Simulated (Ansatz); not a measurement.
Ansatz (a program for electronic structure) input:

Ansatz 0.2 input:
```yaml
crystal:
  periodic: [false, false, false]
  atoms:
    - {symbol: C, position_ang: [-1.34361278, 0.05966313, -0.07697679]}
    - {symbol: C, position_ang: [-0.72084095, -1.30222511, -0.05366707]}
    - {symbol: C, position_ang: [0.60079069, -1.36266177, 0.02203418]}
    - {symbol: C, position_ang: [1.34345285, -0.06321322, 0.07693465]}
    - {symbol: S, position_ang: [0.05620745, 1.24769834, 0.01481050]}
    - {symbol: H, position_ang: [-1.91518948, 0.22956289, -0.99222903]}
    - {symbol: H, position_ang: [-2.01684264, 0.21323072, 0.76944572]}
    - {symbol: H, position_ang: [-1.35228589, -2.18149495, -0.09825461]}
    - {symbol: H, position_ang: [1.15058195, -2.29594815, 0.04510622]}
    - {symbol: H, position_ang: [1.92701238, 0.03288287, 0.99534433]}
    - {symbol: H, position_ang: [2.02866554, 0.04921504, -0.76633042]}
basis:
  gaussian:
    orbitals: def2-TZVP
hamiltonian:
  xc: {name: PBE0}
```

Q: What final total energy does it print?

A: -553.94604 Eh (PBE0/def2-TZVP). The basis has 197 functions.
